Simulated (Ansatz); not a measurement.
Reaction (ligand exchange at a Ga–C bond): `[SiH3][CH2][GaH2]` + `[AsH3]` → `[GaH2][AsH2]` + `C[SiH3]`

Program: Ansatz. Geometries: PBE0-D4/def2-TZVP. ΔE: electronic, gas phase. CCSD(T)/CBS adds triple-zeta CCSD(T) − MP2 to the extrapolated MP2 energy (def2 sets, frozen cores). This one scheme is used for every species. DFT in def2-TZVPP. B3LYP here is the variant with VWN-RPA as its local correlation; programs differ in this. For As, Ga outer-core shells are correlated without core-valence functions, which leaves a few kJ/mol of doubt a bond. Scalar relativity is left out up to krypton.

```csv
level,ΔE (kJ/mol),difference from CCSD(T)/CBS
r2SCAN-D4,-67.2,-6.2
PBE0-D4,-68.1,-7.1
ωB97X-V,-62.7,-1.7
ωB97M-V,-63.4,-2.4
revPBE,-70.9,-9.9
B3LYP,-70.4,-9.4
RPA@PBE/def2-TZVPP,-56.4,4.6
CCSD/def2-SVP,-60.4,0.6
CCSD/def2-TZVPP,-61.8,-0.8
HF/def2-QZVPP,-69.7,-8.7
CCSD(T)/CBS,-61.0,0
```

Largest T1 diagnostic among the species: 0.012.

In def2-TZVPP, CCSD(T) changes the Hartree–Fock value by +9.5 kJ/mol (the triples alone add +0.9 kJ/mol) and MP2 by +8.5 kJ/mol. Leaving LDA and LC-ωPBE aside and taking each functional with its dispersion term where it has one, the values, not all of them listed here, spread over 5.9 kJ/mol, from r2SCAN0-D4 to B97M-V. LDA lies +5.3 kJ/mol from PBE without D4. The D4 term adds +3.6 kJ/mol with B3LYP and +2.1 kJ/mol with PBE0; it sums over pairs of atoms, weighted by their polarisabilities, and B3LYP, whose exchange is more repulsive, gets the larger term.
